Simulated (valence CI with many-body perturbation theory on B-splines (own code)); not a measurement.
## Nd45+ in brief

Method: valence CI with perturbative core correlation (CI+MBPT): five valence electrons over a frozen Dirac-Fock core [Ne], radial functions for each j: 11 s, 11 p, 10 d, 8 f, 5 g, 2 h, with the one-electron correlation potential Σ1, the two-electron term Σ2, the three-electron term Σ3, Breit, model QED; selected CI, second order for the rest, scaled by the run's own slope (own B-spline code, finite nucleus).

No measured spectrum was set against this ion. As an estimate, large intervals hold to a few tenths of a per cent, small ones and those within an open d or f shell to about a per cent. Among the levels kept, up to 3100 cm⁻¹ of a level comes from second order outside the variational space, and about a tenth of that is noise between levels of different J, which matters for small intervals.

Levels are named by their leading jj configuration (3d3/2^4 stands for four electrons in 3d with j = 3/2), which in mixed levels can hold well under half, so a name can repeat and another be missing.

Rates and lifetimes use the calculated energies. Strong lines usually hold to 10 to 20 %, long lifetimes can be off by a factor of two.

**Question.** What is the ground level?

**Answer.** (3s^2 3p1/2^2 3p3/2) J=3/2, composition 46 % 3s²3p³ ²P° + 28 % 3s²3p³ ⁴S° + 26 % 3s²3p³ ²D°, g = 1.372.

**Question.** How well does LS coupling describe the low levels?

**Answer.** Among the lowest 20 levels the leading LS term, summed over configurations, holds 51 % on average. For single configurations the figures are 49 % in LS and 90 % in jj coupling. Terms mix most in the J = 5/2 level at 15.568 Ry, where the leading one holds 29 %.

**Question.** What is the ionisation energy?

**Answer.** 3664.7 eV; NIST lists 3662 ± 4 eV (theoretical).

**Question.** Name the longest-lived excited levels whose lifetime is computed, and their main decay.

**Answer.** (3s^2 3p1/2 3p3/2 3d5/2) J=9/2 at 24.613 Ry lives 4.10 μs, mostly by M1 to (3s^2 3p1/2 3p3/2 3d3/2) J=7/2; (3s^2 3p1/2 3p3/2^2) J=5/2 at 9.569 Ry lives 298 ns, mostly by M1 to (3s^2 3p1/2^2 3p3/2) J=3/2; (3s^2 3p1/2 3p3/2^2) J=1/2 at 10.421 Ry lives 80.5 ns, mostly by M1 to (3s^2 3p1/2^2 3p3/2) J=3/2.

**Question.** Where does the other parity begin?

**Answer.** At (3s^2 3p1/2^2 3d3/2) J=3/2, 12.846 Ry.
